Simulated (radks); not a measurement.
Species: Pd+. Configuration: [Kr] 4d7 5p2 (not the ground configuration). Method: scalar-relativistic Kohn-Sham, PBE, spin-polarised, spherical densities, point nucleus; open shells are filled with parallel spins first (spin-orbit coupling, left out, can overturn this in heavy ions); computed with a radial shooting solver on a logarithmic mesh with Libxc functionals.

Normalised radial functions P(r) = r R(r), r in bohr:

| r | 4p up | 4p down | 4d down |
|---|---|---|---|
| 0.004695 | 0.0111 | 0.0111 | 0.0001 |
| 0.007232 | 0.0236 | 0.0237 | 0.0003 |
| 0.01123 | 0.0499 | 0.0501 | 0.0012 |
| 0.01744 | 0.1006 | 0.1010 | 0.0038 |
| 0.02686 | 0.1857 | 0.1865 | 0.0119 |
| 0.0417 | 0.3045 | 0.3057 | 0.0355 |
| 0.06423 | 0.3945 | 0.3961 | 0.0934 |
| 0.09974 | 0.3087 | 0.3098 | 0.2137 |
| 0.1536 | -0.0832 | -0.0838 | 0.3811 |
| 0.2385 | -0.5584 | -0.5608 | 0.4681 |
| 0.3704 | -0.4011 | -0.4016 | 0.2259 |
| 0.5705 | 0.5197 | 0.5240 | -0.3663 |
| 0.8858 | 1.1300 | 1.1313 | -0.8780 |
| 1.364 | 0.7494 | 0.7467 | -0.8378 |
| 2.119 | 0.1984 | 0.1974 | -0.4445 |
| 3.263 | 0.0188 | 0.0189 | -0.1334 |
| 5.067 | 0.0004 | 0.0004 | -0.0162 |
| 7.868 | 0.0000 | 0.0000 | -0.0005 |

4p up: eigenvalue -74.587 eV, 2 radial nodes at r = 0.143, 0.457 bohr, <r> = 1.03 bohr, 90 % of the charge inside 1.51 bohr. 4p down: eigenvalue -72.058 eV, 2 radial nodes at r = 0.143, 0.457 bohr, <r> = 1.02 bohr, 90 % of the charge inside 1.51 bohr. 4d down: eigenvalue -22.458 eV, 1 radial node at r = 0.446 bohr, <r> = 1.34 bohr, 90 % of the charge inside 2.10 bohr.
